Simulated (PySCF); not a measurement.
B3LYP has the VWN-RPA correlation part, as in Gaussian. 

```xyz
13

C      1.6096     0.2113    -0.1221
C      0.1950     0.3878     0.4040
C     -0.5333    -0.8539     0.8909
C     -1.5068    -0.7680    -0.0176
C     -0.9521     0.4821    -0.6687
H      2.3020    -0.0334     0.6869
H      1.6512    -0.5979    -0.8550
H      1.9667     1.1254    -0.6026
H      0.1608     1.2167     1.1178
H     -0.3202    -1.5496     1.6932
H     -2.3876    -1.3630    -0.2227
H     -0.6078     0.3670    -1.6992
H     -1.5775     1.3756    -0.6051
```

Charge 0, multiplicity 1.

### Question
Give the Mulliken and meta-Löwdin atomic charges from B3LYP-D3(BJ)/def2-TZVP run with PySCF.

### Answer

```json
[
 {"atom": "C1", "Mulliken (e)": "-0.36", "meta-Löwdin (e)": "-0.33"},
 {"atom": "C2", "Mulliken (e)": "0.05", "meta-Löwdin (e)": "-0.05"},
 {"atom": "C3", "Mulliken (e)": "-0.17", "meta-Löwdin (e)": "-0.14"},
 {"atom": "C4", "Mulliken (e)": "-0.14", "meta-Löwdin (e)": "-0.13"},
 {"atom": "C5", "Mulliken (e)": "-0.15", "meta-Löwdin (e)": "-0.20"},
 {"atom": "H6", "Mulliken (e)": "0.10", "meta-Löwdin (e)": "0.11"},
 {"atom": "H7", "Mulliken (e)": "0.11", "meta-Löwdin (e)": "0.11"},
 {"atom": "H8", "Mulliken (e)": "0.11", "meta-Löwdin (e)": "0.11"},
 {"atom": "H9", "Mulliken (e)": "0.07", "meta-Löwdin (e)": "0.10"},
 {"atom": "H10", "Mulliken (e)": "0.10", "meta-Löwdin (e)": "0.11"},
 {"atom": "H11", "Mulliken (e)": "0.10", "meta-Löwdin (e)": "0.11"},
 {"atom": "H12", "Mulliken (e)": "0.09", "meta-Löwdin (e)": "0.10"},
 {"atom": "H13", "Mulliken (e)": "0.09", "meta-Löwdin (e)": "0.10"}
]
```
